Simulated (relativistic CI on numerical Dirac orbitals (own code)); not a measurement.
# Ne: q coefficients

Calculated at this level of theory: Dirac-Coulomb-Breit CI, orbitals from a KLI potential per configuration, valence Slater integrals scaled by 0.85, P86 correlation energy added to each configuration, derivatives by finite differences, QED left out (own radial code, finite nucleus).

CI space (outside the closed core 1s2 2s2): 2p⁶, 2p⁵3s, 2p⁵3p, 2p⁵4s, 2p⁵3d, 2p⁵4p, 2p⁵4d. Levels of other configurations are missing.

With x = (α/α₀)² − 1 an excitation energy changes as ω = ω₀ + qx; K = 2q/ω₀ is the relative enhancement. Terms are leading LS components, so labels can repeat.

Lowest level 2p⁶ ¹S0.

```
     Level  ω₀ (cm⁻¹)  q (cm⁻¹)          K
2p⁵3s ³P°2   127469.6    -488.2   -0.00766
2p⁵3s ³P°1   127875.8    -185.4    -0.0029
2p⁵3s ³P°0   128229.7     272.8    0.00426
2p⁵3s ¹P°1   129247.4    -26.41  -0.000409
 2p⁵3p ³S1   141563.3    -312.3   -0.00441
 2p⁵3p ³D3   142414.8    -446.2   -0.00627
 2p⁵3p ³D2   142568.5    -405.3   -0.00569
 2p⁵3p ³D1   142827.4    -274.1   -0.00384
 2p⁵3p ³P2   142980.4    -402.8   -0.00563
 2p⁵3p ¹P1   143412.6     126.8    0.00177
 2p⁵3p ³P2   143514.9     219.7    0.00306
 2p⁵3p ³P0   143540.4    -28.37  -0.000395
 2p⁵3p ³P1   143649.2     175.1    0.00244
```

Correlation outside the listed configurations is missing or only estimated: errors of thousands of cm⁻¹ between configurations and terms are usual at this charge. Rates and lifetimes follow the computed energies and can be off by large factors. The fine structure of a lone outer electron comes out too small, for d and f at times inverted, and misplaced configurations move strength between like terms.
